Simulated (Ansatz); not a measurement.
`C[SiH](C)[NH][GaH2]` → 2 C• + Ga• + 10 H• + N• + Si•  (atomization)

Isolated molecules relaxed with PBE0-D4/def2-TZVP in Ansatz; ΔE leaves out vibrations. CCSD(T)/CBS is the MP2 limit (def2-TZVPP, def2-QZVPP) plus CCSD(T) − MP2 in def2-TZVPP, frozen cores. This one scheme is used for every species, atoms too. DFT in def2-TZVPP. B3LYP here is the variant with VWN-RPA as its local correlation; programs differ in this. HSE06 is defined as in plane-wave codes. Open shells (•) are unrestricted, without spin–orbit coupling. Spin–orbit coupling would lower the free atoms: a little for C, Si; clearly for Ga. Bonds to Ga are less sure, by a few kJ/mol each and by 10 to 20 or more in all where they break to atoms, as the def2 sets lack core-valence functions. Scalar relativity is left out up to krypton. Each species was taken in one conformer, which may not be the lowest.

```
             level  ΔE (eV)  difference from CCSD(T)/CBS
          HSE06-D4    53.18                        -0.29
           ωB97X-V    53.61                         0.14
          PBE-QIDH    53.00                        -0.47
               PBE    53.23                        -0.24
              BLYP    52.12                        -1.35
              PBE0    52.85                        -0.62
             B3LYP    52.73                        -0.74
         CAM-B3LYP    53.30                        -0.17
      MP2/def2-SVP    50.46                        -3.01
  CCSD(T)/def2-SVP    50.37                        -3.10
SCS-MP2/def2-TZVPP    52.64                        -0.83
CCSD(T)/def2-TZVPP    52.26                        -1.21
     HF/def2-QZVPP    39.73                       -13.74
    MP2/def2-QZVPP    53.20                        -0.27
      HF/CBS(def2)    39.75                       -13.72
     MP2/CBS(def2)    53.69                         0.22
       CCSD(T)/CBS    53.47                            0
```

Largest T1 diagnostic among the species: 0.013.

Leaving LDA and LC-ωPBE aside and taking each functional with its dispersion term where it has one, the values, not all of them listed here, spread over 1.24 eV, from BHLYP-D4 to CAM-B3LYP-D4. LDA lies +6.60 eV from PBE without D4, its usual overbinding. From BLYP to BHLYP (50 % exact exchange), in def2-TZVPP and without D4, ΔE moves by −0.21 eV: exact exchange takes away binding that semilocal exchange gives to molecules.

For atomizations the MP2-based limit and the directly extrapolated one differ by several kJ/mol either way, and by 10 to 25 for some Ge, Se and Sn compounds, so smaller differences from it don't rank the levels.
